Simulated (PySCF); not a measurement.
Spectrum to structure. Method: TDDFT CAM-B3LYP/def2-SVPD, vertical, gas phase, core orbitals frozen in the response (PySCF). Geometries: PBE0-D3(BJ)/def2-SVP, one conformer each. Relativistic effects are left out although some hold elements past zinc.

| state | E (eV) | f | main configurations (H = HOMO, L = LUMO) |
| --- | --- | --- | --- |
| S1 | 7.49 | 0.021 | H→L (87%) |
| S2 | 7.89 | 0.068 | H-1→L (72%), H→L+1 (19%) |
| S3 | 8.14 | 0.0025 | H→L+2 (70%), H-2→L (9%) |
| S4 | 8.17 | 0.0080 | H→L+1 (66%), H-1→L (16%) |
| S5 | 8.28 | 0.055 | H-2→L (57%), H-1→L+1 (17%), H→L+2 (12%) |
| S6 | 8.46 | 0.056 | H→L+3 (65%), H-2→L (12%) |
| S7 | 8.60 | 0.040 | H-1→L+1 (62%), H→L+3 (13%), H-2→L (9%) |
| S8 | 8.69 | 0.0027 | H-1→L+2 (62%), H-2→L+1 (13%), H-1→L+3 (11%) |
| S9 | 8.74 | 0.094 | H-2→L+1 (69%), H-1→L+2 (14%) |
| S10 | 8.77 | 0.097 | H-2→L+2 (73%) |

Orbital energies (eV): HOMO-3 -11.15, HOMO-2 -9.90, HOMO-1 -9.64, HOMO -9.16, LUMO 1.15, LUMO+1 1.78, LUMO+2 1.83.

Question: Which structure fits? All have the formula C4H12Ge.
A. `[H][Ge]([H])([H])[CH2]CCC`
B. `[H][Ge]([H])([H])[C](C)(C)C`
C. `C[CH2][GeH]([CH3])[CH3]`

Answer: C. Its S1 lies at 7.49 eV; the nearest of the others has S1 at 7.75 eV. S1 is HOMO→LUMO (87%). Löwdin shares by element: HOMO carbon 51% or more, germanium 20% (atoms not listed hold the other 29%); LUMO carbon 27% or more, germanium 24% (atoms not listed hold the other 49%). At the same level the other candidates give, for their lowest levels:
- `[H][Ge]([H])([H])[CH2]CCC`: 7.75 eV (f 0.005); 8.41 eV (f 0.313); 8.52 eV (f 0.065); 8.55 eV (f 0.063); 8.65 eV (f 0.027); T1 7.43 eV; HOMO -9.57, LUMO 1.07 eV
- `[H][Ge]([H])([H])[C](C)(C)C`: 7.23 eV (f 0.028); 8.07 eV (f 0.465); 8.15 eV (f 0.010 summed over 2 states); 8.55 eV (f 0.119); 8.66 eV (f 0.212 summed over 2 states); T1 6.95 eV; HOMO -9.01, LUMO 0.99 eV

Conformer computed: `[CH3:1][CH2:2][GeH:3]([CH3:4])[CH3:5]`: C1–C2–Ge3–C4 63°.
Triplets come from the Tamm–Dancoff approximation.
